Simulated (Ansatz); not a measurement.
Abridged output of a molecular run in Ansatz:

```
Functional definition: HF
1083 factors; integrals over basis functions are off by at most 1.0e-3 eV
mean field evaluation 1: about -7942.6190 eV, gradient 4.4e1 eV
mean field evaluation 2: about -7942.8732 eV, gradient 4.4e1 eV
mean field evaluation 4: about -7946.6224 eV, gradient 4.1e0 eV
mean field evaluation 8: about -7946.6997 eV, gradient 5.8e-1 eV
mean field evaluation 16: about -7946.7023 eV, gradient 1.7e-6 eV
mean field -7946.70229288 eV, -292.0359227949 hartree, gradient 1.7e-6 eV, S^2 0.000000; 0 other end points of the search recorded, 0 dependent functions left out
5 core orbitals not correlated: weight in the atoms' cores, before any rotation towards them, 1.000 or more for the frozen orbitals, at most 0.000 for the correlated occupied ones
reference -7946.70229288 eV, -292.0359227949 hartree; 13, 13 occupied and 151, 151 virtual orbitals, 1083 factors
second order -25.04199321 eV of doubles, -0.00000000 eV of singles
cycle   1  -24.32941940 eV  change    7.1e-1 eV  update   1.2e-1
cycle   2  -24.96942102 eV  change   -6.4e-1 eV  update   4.0e-2
cycle   3  -25.12807695 eV  change   -1.6e-1 eV  update   1.9e-2
cycle   4  -25.10637371 eV  change    2.2e-2 eV  update   5.0e-3
cycle   5  -25.10290265 eV  change    3.5e-3 eV  update   2.2e-3
cycle   6  -25.10464831 eV  change   -1.7e-3 eV  update   7.9e-4
cycle   7  -25.10419675 eV  change    4.5e-4 eV  update   3.4e-4
cycle   8  -25.10399817 eV  change    2.0e-4 eV  update   1.2e-4
cycle   9  -25.10404142 eV  change   -4.3e-5 eV  update   4.7e-5
cycle  10  -25.10404422 eV  change   -2.8e-6 eV  update   1.6e-5
perturbative correction -1.10514376 eV, -0.0406132840 hartree
Total energy: -7972.91148085 eV, -292.9990926879 hartree
```

Its atoms:

Cartesian coordinates in Å:
```
N 0.1434 -1.1005 -1.1571
C 0.0051 -0.2525 -0.2731
O -1.2552 0.4165 0.1071
B -0.1579 0.7693 0.7930
F 0.1557 1.5778 1.7586
H 1.1089 -1.4105 -1.2283
```

Problem. Which basis set was used?
A. def2-SVP
B. def2-TZVPP
C. cc-pV(Q+d)Z
D. def2-TZVPPD

Solution. B. It gives 169 functions.

Problem. Write the keys of the input that set method, charge and spin (a neutral closed shell needs none for the last two).

Solution. 
```yaml
correlation: {method: ccsd_t}
```
